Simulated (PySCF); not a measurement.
FH3OS2Si. Atoms are numbered in the order given.

```xyz
8

O     -0.2914    -0.7264     1.7209
Si    -0.2758    -0.1362     0.1634
F     -1.7673    -0.3334    -0.4783
S      1.2356    -1.2445    -0.8471
S      0.0591     1.9650    -0.0574
H     -1.0012    -0.3666     2.2842
H      1.0667    -2.3185    -0.0228
H      1.3173     1.8766     0.4595
```
Charge 0, spin multiplicity 1.

Coordinates come from a PBE-D3(BJ)/def2-SVP optimisation. The structure was generated by enumeration, and PubChem lists no compound with its InChIKey, so it may never have been made. One conformer was computed; it need not be the lowest.

Method: PBE/pcSseg-1 run with PySCF.

GIAO shieldings, no solvent; atoms listed in one row are averaged. δ = σ(ref) − σ: ¹⁷O against H2O (σ = 334.3 ppm); ²⁹Si against TMS (σ = 335.4 ppm); ¹⁹F against CFCl3 (σ = 133.6 ppm); ³³S against H2S (σ = 706.5 ppm); ¹H against TMS (σ = 31.49 ppm), references at their B3LYP-D3(BJ)/def2-TZVP geometries, non-relativistic.

Computed chemical shifts:
```json
[
 {"nucleus": "¹⁷O", "atoms": "O1", "count": "1", "δ (ppm)": "112.1"},
 {"nucleus": "²⁹Si", "atoms": "Si2", "count": "1", "δ (ppm)": "12.0"},
 {"nucleus": "¹⁹F", "atoms": "F3", "count": "1", "δ (ppm)": "-127.7"},
 {"nucleus": "³³S", "atoms": "S5", "count": "1", "δ (ppm)": "77.2"},
 {"nucleus": "³³S", "atoms": "S4", "count": "1", "δ (ppm)": "58.6"},
 {"nucleus": "¹H", "atoms": "H6", "count": "1", "δ (ppm)": "2.90"},
 {"nucleus": "¹H", "atoms": "H7", "count": "1", "δ (ppm)": "2.21"},
 {"nucleus": "¹H", "atoms": "H8", "count": "1", "δ (ppm)": "1.50"}
]
```
